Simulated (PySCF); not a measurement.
C2H4ClFSi2, SMILES F[Si@H](Cl)[SiH2]C#C. Atoms are numbered in the order given.

```xyz
10

C      3.1086    -0.0066    -0.5259
C      2.1958    -0.3210     0.2151
Si     0.7673    -0.7658     1.2682
Si    -1.1817    -0.2495     0.0691
F     -1.2630    -1.1957    -1.2522
Cl    -1.0413     1.7216    -0.5502
H      3.9180     0.2700    -1.1772
H      0.7806     0.0368     2.5239
H      0.8041    -2.2160     1.6090
H     -2.4585    -0.4161     0.8099
```

Geometry: B3LYP-D3(BJ)/def2-SVP. The structure was generated by enumeration; whether it is a known compound was not checked. One conformer was computed; it need not be the lowest.

These are PBE/pcSseg-1 in PySCF values and carry that method's errors.

GIAO shieldings, no solvent; atoms listed in one row are averaged. δ = σ(ref) − σ: ¹³C against TMS (σ = 182.0 ppm); ²⁹Si against TMS (σ = 335.4 ppm); ¹⁹F against CFCl3 (σ = 133.6 ppm); ³⁵Cl against HCl (σ = 936.5 ppm); ¹H against TMS (σ = 31.49 ppm), references at their B3LYP-D3(BJ)/def2-TZVP geometries, non-relativistic (without spin–orbit terms, shifts of atoms bonded to Cl or Br come out too high).

```
nucleus  atoms  count  δ (ppm)
-------  -----  -----  -------
¹³C         C1      1    107.8
¹³C         C2      1     76.6
²⁹Si       Si4      1     30.5
²⁹Si       Si3      1   -100.6
¹⁹F         F5      1   -188.8
³⁵Cl       Cl6      1     96.1
¹H         H10      1     6.50
¹H          H9      1     4.61
¹H          H8      1     4.44
¹H          H7      1     2.64
```
